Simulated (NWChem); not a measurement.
Species: ammonium (NH4 cation); SMILES [NH4+]

```xyz
5

N      0.0000     0.0000     0.0000
H     -0.5910    -0.5910    -0.5910
H      0.5910     0.5910    -0.5910
H     -0.5910     0.5910     0.5910
H      0.5910    -0.5910     0.5910
```
Atoms are numbered in this order, from 1.

Program: NWChem. Pople sets run with spherical d functions. The geometry was optimised at PBE0-D3(BJ)/def2-TZVP. Static field.

Order these runs by computing time, cheapest first, and give rough ratios: PBE/aug-cc-pVDZ; PBE/aug-cc-pVTZ; PBE/6-31G*.

PBE/6-31G* (1), PBE/aug-cc-pVDZ (4), PBE/aug-cc-pVTZ (30). Ratios are rough, from one shared machine; the cheapest took very roughly 2.1 core-seconds. What differs between the cheapest and the dearest: isotropic polarisability (bohr³) 7.1 → 9.3.
